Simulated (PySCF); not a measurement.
CCl₃, SMILES Cl[C](Cl)Cl, multiplicity 2. The structure is a stationary point at PBE0-D3(BJ)/def2-SVP. The isomer is the one that the SMILES or the coordinates give; other isomers of the formula were not compared.

Task: Give the equilibrium geometry at PBE0-D3(BJ)/def2-SVP (PySCF confirms it by a frequency run) as Cartesian coordinates in Å, and its point group. (Estimate from the structure and the level; the computed values follow.)

Result: point group C3v.
```xyz
4

Cl    -1.4602    -0.8430    -0.0313
C      0.0000     0.0000     0.2657
Cl     1.4602    -0.8430    -0.0313
Cl     0.0000     1.6860    -0.0313
```
Charge 0, spin multiplicity 2.
